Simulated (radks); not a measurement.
Question: The mean radii <r> (bohr) of the occupied orbitals of an atom or ion are listed with their occupations. Method: non-relativistic Kohn-Sham, BLYP, spin-polarised, spherical densities, point nucleus; computed with a radial shooting solver on a logarithmic mesh with Libxc functionals.

orbital  occ.      <r>
1s up       1  0.02165
1s down     1  0.02165
2s up       1  0.09172
2s down     1  0.09172
2p up       3  0.07766
2p down     3  0.07766
3s up       1   0.2343
3s down     1   0.2343
3p up       3   0.2242
3p down     3   0.2242
3d up       5   0.1974
3d down     5   0.1974
4s up       1   0.5273
4s down     1   0.5272
4p up       3   0.5374
4p down     3   0.5373
4d up       5   0.5632
4d down     5   0.5628
5s up       1    1.298
5p up       3    1.451
5p down     3    1.457
4f up       7   0.7295
4f down     7   0.7260
5f up       1    5.544

Name the element and its charge. Open shells, if any, are filled with parallel spins first.

Answer: Z = 70, ytterbium, charge +2: Yb2+ in [Kr] 4d10 4f14 5s1 5p6 5f1. The 1s radius gives Z: for a bare nucleus <r> = 1.5/Z, 0.02143 bohr for Z = 70, and screening makes it slightly larger (0.02165 here). The occupations add up to 68, and the charge is Z minus that.
